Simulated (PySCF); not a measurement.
One of the candidates below gave these computed data.

All candidates are C3H15NSSi3.

| technique | computed result |
| --- | --- |
| Rotational structure | rotational constants A, B, C: 1.605, 0.562, 0.518 GHz [GFN2-xTB] |
| NMR, other nuclei | isotropic shieldings of nuclei other than C and H, by class: 260 (1 N), 357 (1 Si), 373 (1 Si), 398 (1 Si), 827 (1 S) ppm [GIAO PBE0/pcSseg-1] |
| Dipole | 2.38 D [PBE0/pcSseg-1] |
| 1H NMR | chemical shifts (computed TMS as zero) by class: 4.84 (2 H), 4.78 (2 H), 4.74 (3 H), 1.07 (6 H), 0.09 (2 H) ppm [GIAO PBE0/pcSseg-1] |
| 13C NMR | chemical shifts (computed TMS as zero) by class: 20.9 (2 C), 14.4 (1 C) ppm [GIAO PBE0/pcSseg-1] |

The electronic properties come from PySCF, for the isolated species, density fitting. Levels stand in brackets. One conformer (not necessarily the lowest) at the GFN2-xTB geometry, without solvent, vibrations or thermal averaging. Each NMR value is the plain mean over a class of atoms that symmetry, rotation or inversion makes alike.

Problem. Which candidate is it?
A. `CC(C)([SiH2]N)[SiH2]S[SiH3]`
B. `C[C@]([SiH3])(CN)[SiH2]S[SiH3]`
C. `C[C@@H]([SiH3])[Si@@](N)(S)C[SiH3]`

Solution. A. It is `CC(C)([SiH2]N)[SiH2]S[SiH3]`. Numbering: `[CH3:1][C:2]([CH3:3])([SiH2:4][NH2:5])[SiH2:6][S:7][SiH3:8]`. Its formula, C3H15NSSi3, gives 0 degrees of unsaturation, so no ring and no π bond. 3 carbons fall into 2 classes; from least to most shielded: methyl carbon [C1/C3] (20.9 ppm, 2 C), sp3 carbon bound to silicon [C2] (14.4 ppm). Hydrogen classes from least to most shielded: 2 H on an SiH2 silicon, Si6 (4.84 ppm, a mean of values up to 0.8 ppm apart in this geometry), 2 H on an SiH2 silicon, Si4 (4.78 ppm), 3 H on an SiH3 silicon, Si8 (4.74 ppm), 6 H on 2 methyl carbons, C1/C3 (1.07 ppm), 2 H on a silicon-bound nitrogen, N5 (0.09 ppm). The other shieldings belong to: 260 ppm, silicon-bound nitrogen [N5]; 357 ppm, SiH2 silicon [Si6]; 373 ppm, SiH2 silicon [Si4]; 398 ppm, SiH3 silicon [Si8]; 827 ppm, sulfur bonded to 2 Si [S7]. The optimised geometry has point group C1 and is an asymmetric top.

The others, at the same levels:
- `C[C@@H]([SiH3])[Si@@](N)(S)C[SiH3]` fails: it has 3 carbon classes against 2; its computed 13C shifts are 12.5 (1 C), 8.6 (1 C), -1.1 (1 C) ppm, 1H shifts are 3.90 (3 H), 3.89 (3 H), 1.36 (3 H), 0.69 (2 H), 0.14 (1 H), 0.11 (1 H), 0.09 (1 H), -0.07 (1 H) ppm and rotational constant A is 0.963 GHz (against 1.605 GHz).
- `C[C@]([SiH3])(CN)[SiH2]S[SiH3]` fails: it has 3 carbon classes against 2; its computed 13C shifts are 47.4 (1 C), 24.7 (1 C), 19.3 (1 C) ppm, 1H shifts are 4.74 (3 H), 4.69 (1 H), 4.66 (1 H), 3.93 (3 H), 3.31 (1 H), 2.77 (1 H), 1.56 (2 H), 1.24 (3 H) ppm and rotational constant A is 1.480 GHz (against 1.605 GHz).

Each candidate is one conformer, not necessarily the lowest. Dipoles, sizes and rotational constants follow the conformer. The torsions of the flexible species, by atom-mapped SMILES:
- `[CH3:1][C:2]([CH3:3])([SiH2:4][NH2:5])[SiH2:6][S:7][SiH3:8]`: C1–C2–Si4–N5 59°, C1–C2–Si6–S7 177°, C2–Si6–S7–Si8 -88°, H–N5–Si4–C2 171°, H–N5–Si4–C2 -53°
- `[CH3:1][C@@H:2]([SiH3:3])[Si@@:4]([NH2:5])([SH:6])[CH2:7][SiH3:8]`: C1–C2–Si4–N5 -63°, C2–Si4–C7–Si8 -53°, H–N5–Si4–C2 -171°, H–N5–Si4–C2 54°, H–S6–Si4–C2 62°
- `[CH3:1][C@:2]([SiH3:3])([CH2:4][NH2:5])[SiH2:6][S:7][SiH3:8]`: C1–C2–C4–N5 84°, C1–C2–Si6–S7 173°, C2–Si6–S7–Si8 93°, H–N5–C4–C2 161°, H–N5–C4–C2 -79°
